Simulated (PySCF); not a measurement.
**Fractional electron number in Hf (hafnium, neutral)**

The 5d alpha orbital of [Xe] 4f14 5d2 6s2 is emptied in steps (occupation f), with all orbitals relaxed, ending at [Xe] 4f14 5d1 6s2. Computed with PySCF 2.14 in def2-SVP with the def2 core potential (60 electrons) (6s3p2d1f, 32 functions), with a scalar-relativistic core potential. The exact energy is a straight line in f; departures are measured from the line between the end points of the same method.

```tsv
f	BHandHLYP (eV)	wB97X (eV)	M06-2X (eV)
1	0.000	0.000	0.000
0.9	-0.113	-0.022	-0.139
0.7	-0.257	-0.054	-0.328
0.5	-0.291	-0.067	-0.392
0.3	-0.224	-0.057	-0.327
0.1	-0.086	-0.024	-0.138
0	0.000	0.000	0.000
```

Task: For BHandHLYP, how does the orbital energy at f = 1 compare with the removal energy?

Result: −ε = 5.349 eV against a total-energy difference of 6.608 eV. By Janak's theorem ε = ∂E/∂f, so the gap between them reflects the curvature. Along the path −ε is 5.616 (f = 0.9), 6.161 (f = 0.7), 6.704 (f = 0.5), 7.152 (f = 0.3), 7.422 (f = 0.1) eV.

| method | E(f=0) − E(f=1) (eV) | −ε at f=1 (eV) | −ε at f=0.5 (eV) |
| --- | --- | --- | --- |
| BHandHLYP | 6.608 | 5.349 | 6.704 |
| wB97X | 6.681 | 6.444 | 6.673 |
| M06-2X | 6.858 | 5.326 | 6.859 |

Reference removal energy between the ground levels: 6.825 eV (measured; NIST Atomic Spectra Database, ionization energies). The calculation has no spin-orbit coupling.
